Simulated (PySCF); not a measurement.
C2H6F2Si, SMILES C[SiH2]C(F)F. Atoms are numbered in the order given.

```xyz
11

C     -0.9623    -1.7557     0.0000
Si     0.7062    -0.8990     0.0000
C      0.3726     0.9970     0.0000
F     -0.3722     1.3162    -1.1085
F     -0.3722     1.3162     1.1085
H     -1.5362    -1.4582     0.8913
H     -0.8572    -2.8515     0.0000
H     -1.5362    -1.4582    -0.8913
H      1.5073    -1.2182    -1.2163
H      1.5073    -1.2182     1.2163
H      1.2648     1.6509     0.0000
```
Charge 0, spin multiplicity 1.

Geometry optimised at B3LYP-D3(BJ)/def2-SVP. Other conformers were not sampled.

Computed with PySCF with PBE/def2-TZVP.

Symmetry labels are those of the subgroup Cs that the program uses (full group Cs).

Computed valence orbital energies around the gap with their symmetry:
```csv
orbital,symmetry,energy (eV)
HOMO−7,A",-10.31
HOMO−6,A',-10.05
HOMO−5,A",-9.75
HOMO−4,A",-9.40
HOMO−3,A',-9.38
HOMO−2,A",-8.28
HOMO−1,A',-8.14
HOMO,A',-6.92
LUMO,A',-0.33
LUMO+1,A',0.12
LUMO+2,A",0.37
LUMO+3,A',1.04
```
